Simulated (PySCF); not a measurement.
The numbers below are computed, except where a source is named.
## Si2H4NClF

Si2H4NClF is a small molecule (built as: Si site whose three back bonds go to NHSiH3, F, Cl), neutral, doublet. The structure, one conformer, was relaxed in the gas phase by PBE0-D3(BJ)/def2-SVP. No frequency run checks that it is a minimum.

SMILES: F[Si](Cl)N[SiH3]

Coordinates in Å:
```
Si1    -1.828   -0.561   -0.017
N2     -0.198   -0.793   -0.500
Si3     1.212    0.026    0.169
F4     -1.722    0.639    1.078
Cl5    -3.031    0.085   -1.579
H6     -0.020   -1.484   -1.224
H7      1.170    1.492   -0.099
H8      1.317   -0.190    1.641
H9      2.397   -0.575   -0.510
```

EPR values by unrestricted B3LYP, IGLO-III on Cl F N Si, pcH-1 on H.

Predict g and the largest hyperfine couplings. Where does the spin sit?

g = 1.9994, 2.0019, 2.0026. The spin sits on Si1 (80 %, bonded to 1 Cl + 1 F + 1 N) by Mulliken populations.
```csv
atom,isotope,isotropic (MHz),"dipolar, principal values (MHz)"
Si1,29Si,-1137.4,"-112.4, 55.0, 57.3"
F4,19F,247.7,"-105.5, -99.5, 205.0"
Cl5,35Cl,49.8,"-25.9, -25.3, 51.2"
N2,14N,33.9,"-5.6, -5.3, 10.9"
H6,1H,-8.0,"-8.1, -3.0, 11.1"
H7,1H,7.1,"-1.2, -0.7, 1.9"
```

How do the isotropic couplings move with BHandHLYP?

Si1 -1137.4 to -1172.9 MHz, F4 247.7 to 266.0 MHz, Cl5 49.8 to 51.4 MHz, N2 33.9 to 34.5 MHz.
